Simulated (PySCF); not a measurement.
H3BClF2N, singlet at its CAM-B3LYP/def2-SVP optimised geometry (Å):

```
8

B     -0.6481    -0.1932     0.0000
F     -1.1974     1.0510     0.0000
F     -1.1968    -1.0510    -0.9014
Cl     1.1974    -0.1932     0.0000
N     -1.0455    -0.8265     1.4738
H     -0.6882    -1.7816     1.5473
H     -2.0624    -0.8364     1.5925
H     -0.6240    -0.2652     2.2171
```

Method: CAM-B3LYP/def2-TZVP (PySCF 2.14.0). Cells within 0.4 Å of a nucleus heavier than hydrogen are left out (blank, or x).

Map of the electrostatic potential (hartree/e), clipped to [-0.08, 0.12] on the plane z = 0.0 Å:

```
|2222211111111111111111111222222|
|2222111111111111111111111112222|
|2221111111111111111111111111222|
|2211111100000000111111111111122|
|2211110000000000001111111111112|
|2211100000000000000011111111111|
|2111100001100000000000011111111|
|2111000136752000000000000111111|
|2111001499999310000000000011111|
|2211002999x99821111100000011111|
|221101399xxx9953222222111111111|
|222111499xxx9996556787532111111|
|2222114999x99999999999995211111|
|2222224899999999999999999521111|
|3333334899999999999999999732111|
|33333459999xxx99999xxx999942211|
|33334469999xxx99999xxx999942211|
|33344469999xxx99999xxx999942211|
|3344445899999999999999999632111|
|3444445799999999999999998422111|
|3444444589999999999999974211111|
|3443334468999987555665422111111|
|3333333345666665433222111111111|
|3333333334445444332211111111112|
|3333333333344443322211111111122|
|3333333333334433322211111111222|
|3333333333333333332222211222222|
|3333333333333333332222222222222|
|3333333333333333333222222222222|
|3333333333333333333322222222222|
|3333333333333333333322222222222|
```
Scale: ten equal steps from -0.052 (start of '0') to 0.120 (end of '9'), in the order '0123456789'; x runs from -3.50 to 3.50, y from -3.50 (bottom) to 3.50 (top).
